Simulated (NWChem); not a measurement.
Isomers of C$_{4}$H$_{5}$NS, each optimised at B3LYP/6-31G* with NWChem, gas phase unless a solvent is named. Flexible species stand in one conformer each, which need not be the lowest. Pople sets run with spherical d functions. Relative energies count from the lowest isomer at each level and are electronic, without zero-point energy, on those geometries.

A: Cc1cncs1
B: c1(C)sccn1
C: Nc1ccsc1
D: Nc1cccs1

Problem. Which isomer is lowest, and do the levels agree? Levels: B3LYP/6-31G*; PBE/def2-TZVP; B3LYP/def2-TZVP; CAM-B3LYP/def2-TZVP; M06-2X/def2-TZVP; r2SCAN/def2-TZVP; Hartree-Fock/def2-TZVP.

Solution. All put B lowest.
```json
[
 {"quantity": "relative energy, B3LYP/6-31G* (kcal/mol)", "A": "1.8", "B": "0.0", "C": "11.0", "D": "12.2"},
 {"quantity": "relative energy, PBE/def2-TZVP (kcal/mol)", "A": "1.9", "B": "0.0", "C": "5.5", "D": "7.1"},
 {"quantity": "relative energy, B3LYP/def2-TZVP (kcal/mol)", "A": "2.0", "B": "0.0", "C": "5.4", "D": "7.0"},
 {"quantity": "relative energy, CAM-B3LYP/def2-TZVP (kcal/mol)", "A": "2.2", "B": "0.0", "C": "4.9", "D": "6.6"},
 {"quantity": "relative energy, M06-2X/def2-TZVP (kcal/mol)", "A": "2.0", "B": "0.0", "C": "4.5", "D": "6.1"},
 {"quantity": "relative energy, r2SCAN/def2-TZVP (kcal/mol)", "A": "2.1", "B": "0.0", "C": "5.0", "D": "6.6"},
 {"quantity": "relative energy, Hartree-Fock/def2-TZVP (kcal/mol)", "A": "2.4", "B": "0.0", "C": "5.5", "D": "7.1"}
]
```
